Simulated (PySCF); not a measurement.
Vertical excitations of a molecule C2H7BO3 from TDA-CAM-B3LYP/def2-SVPD run with PySCF, as energy in eV (oscillator strength): 6.60 (0.004), 7.84 (0.012), 7.97 (0.026), 8.07 (0.019), 8.46 (0.017), 8.48 (0.009), 8.62 (0.005), 8.73 (0.010), 8.84 (0.005), 9.06 (0.050). Lowest triplet (TDA): 6.29 eV. Coordinates come from a B3LYP-D3(BJ)/def2-SVP optimisation. The values are those of a single conformer.

Q: Which molecule gave these data?
(A) COB(O)OC
(B) COB(O)CO
(C) COCB(O)O
(D) OCB(O)CO

A: B, COB(O)CO
